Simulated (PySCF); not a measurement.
Ionisation energy of Pb⁺ by level of theory

Pb⁺ [Xe] 4f14 5d10 6s2 6p1 (2P) → Pb²⁺ [Xe] 4f14 5d10 6s2 (1S), as a difference of total energies. All numbers are calculated (PySCF 2.14, the spin-free X2C one-electron Hamiltonian (Gaussian nucleus), in aug-cc-pVQZ-DK3 (10s9p7d4f2g, 118 functions)). The calculations carry no spin-orbit coupling.

```json
{"method": "UHF", "ionisation energy (eV)": "13.232"}
{"method": "M06", "ionisation energy (eV)": "13.519"}
{"method": "r2SCANh", "ionisation energy (eV)": "13.844"}
```

For comparison: 13.869 eV (measured; NIST levels, between the centres of gravity of the two terms).
